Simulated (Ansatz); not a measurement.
Cost and result up the ladder for BiH2(OMe) (CH5BiO) (8 atoms). Total charge 0; singlet. Geometry: r2SCAN-D4/def2-TZVP.

```xyz
8

Bi    0.512    1.632    0.216
H     0.759    1.792    1.988
H     2.294    1.500    0.007
O     0.262   -0.441    0.349
C    -0.748   -0.988   -0.474
H    -1.751   -0.597   -0.243
H    -0.764   -2.068   -0.296
H    -0.562   -0.830   -1.548
```

Ansatz on 4 threads of Arm Neoverse V1 on a shared host. Times are rough, and most runs start from the orbitals of an earlier one. ωB97M-V/def2-TZVP serves as the yardstick here, not as an exact answer. Differences are given only for rows in sets of like size (and for xTB, whose basis is part of the method), since another set adds its own error. Binding counts from free atoms at the same level (Bi quartet, H doublet, O triplet, C triplet; other spins of the atoms weren't run), without zero-point energy or a counterpoise term.

In the def2 sets Bi takes a core potential; there is no spin–orbit coupling. B3LYP takes the VWN-RPA correlation. Correlated methods freeze 6 core orbitals; core or outer-core shells of Bi are correlated, in sets that lack core-valence functions.

Correlated methods converge slowly with the basis.

| level | functions | wall time | binding energy per atom (eV) | difference from ωB97M-V/def2-TZVP (eV) |
| --- | --- | --- | --- | --- |
| PBE-D4/def2-SVP | 79 | 0.55 s | 3.18 | – |
| PBE0-D4/def2-SVP | 79 | 0.85 s | 3.08 | – |
| revPBE-D4/def2-TZVP | 142 | 1 s | 3.11 | 0.00 |
| MP2/def2-TZVP | 142 | 1.1 s | 2.96 | -0.15 |
| BHLYP-D4/def2-TZVP | 142 | 1.3 s | 3.01 | -0.11 |
| PBE0-D4/def2-TZVP | 142 | 1.4 s | 3.09 | -0.02 |
| CAM-B3LYP-D4/def2-TZVP | 142 | 1.4 s | 3.14 | 0.03 |
| PBE-D4/def2-TZVPD | 178 | 1.5 s | 3.20 | 0.09 |
| B3LYP-D4/def2-TZVP (with forces) | 142 | 1.6 s | 3.15 | 0.04 |
| PBE0-D4/def2-TZVPD | 178 | 2 s | 3.10 | -0.01 |
| r2SCAN-D4/def2-TZVP | 142 | 2.1 s | 3.11 | 0.00 |
| ωB97M-V/def2-TZVP | 142 | 4.5 s | 3.11 | 0.00 |
| B97M-V/def2-TZVP | 142 | 4.9 s | 3.17 | 0.06 |
| CCSD(T)/def2-TZVPP | 182 | 54 s | 3.03 | -0.08 |
